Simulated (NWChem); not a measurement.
C$_{2}$H$_{4}$ClFSi; SMILES [SiH2](Cl)C(F)=C

```xyz
9

C     -1.5606     1.2601     0.0000
C     -0.2311     1.2156     0.0000
F      0.4913     2.3536     0.0000
Si     0.8727    -0.3093     0.0000
Cl    -0.3325    -1.9897     0.0000
H     -2.1310     0.3300     0.0000
H     -2.0938     2.2149     0.0000
H      1.7259    -0.3192    -1.2186
H      1.7259    -0.3192     1.2186
```
Atoms are numbered in this order, from 1.

Level: PBE0/def2-SVP (NWChem), optimised geometry, unscaled harmonic frequencies. 

Question: List the harmonic frequencies with IR intensities, and the thermochemistry.

Answer: 
```csv
frequency (cm⁻¹),IR intensity (km/mol)
68,2.7
138,3.7
278,0.1
334,0.2
393,14.4
562,53.5
627,45.2
661,10.0
710,11.6
770,2.9
858,246.8
915,45.0
948,8.7
958,142.9
1242,83.6
1368,9.8
1727,30.8
2266,82.6
2270,95.0
3182,1.5
3296,0.6
```

The zero-point energy is 33.7 kcal/mol. The thermal correction to the enthalpy at 298.15 K (with zero-point energy) is 38.2 kcal/mol and the heat capacity Cv comes out as 21.4 cal/(mol K). The entropy at 298.15 K and 1 atm (symmetry number 1) is 80.6 cal/(mol K) and the dipole moment is 0.20 D.

Rigid rotor and harmonic oscillator; modes under 100 cm⁻¹ make the entropy uncertain.
